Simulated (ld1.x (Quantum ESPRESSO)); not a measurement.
# How hard is this tin (Sn) TM potential?

- Element: tin
- Generator: ld1.x (Quantum ESPRESSO) 7.5
- Type: norm-conserving Troullier–Martins (Kleinman–Bylander form)
- Functional: PBEsol
- Relativity: scalar-relativistic
- Frozen core: [Kr]
- Valence charge: 14
- Reference configuration: 4d10 5s2 5p1.5 (charge +0.5)
- Partial waves: 5s (bound): rc 1.55 bohr; 5p (bound): rc 2.00 bohr; 4d (bound): rc 1.65 bohr
- Local potential: all-electron potential smoothed inside 1.55 bohr (lloc = -2)
- Core correction: none

The pseudo-atom Hamiltonian at the reference potential is diagonalised in spherical Bessel functions j_l(qr) that vanish at 20 bohr, with q² up to the cutoff. All-electron valence levels (Ry): 5s -1.0352, 5p -0.5036, 4d -2.1738.

Task: How do the lowest levels (Ry) of each channel move with the cutoff, and are there ghosts?

Result:

```csv
cutoff (Ry),s #1,s #2,p #1,d #1,f #1,f #2,Σ f·Δε (mRy)
8,-0.9835,-0.1477,-0.4980,-0.2394,0.0291,0.1341,19456.5
18,-1.0038,-0.1504,-0.5015,-0.7968,0.0291,0.1340,13836.1
40,-1.0310,-0.3452,-0.5033,-1.9501,0.0291,0.1340,2246.3
60,-1.0339,-0.3626,-0.5035,-2.1606,0.0291,0.1340,134.4
110,-1.0349,-0.3664,-0.5036,-2.1737,0.0291,0.1340,2.3
180,-1.0352,-0.3674,-0.5036,-2.1738,0.0291,0.1340,0.1
400,-1.0352,-0.3676,-0.5036,-2.1738,0.0291,0.1340,0.0
```

Result: ghost state, extra bound levels that the all-electron valence spectrum of the same l lacks: s at -5.0 eV (a true bound ghost makes a file unfit for plane-wave use); 10 mRy is reached at 80 Ry and 1 mRy at 140 Ry.
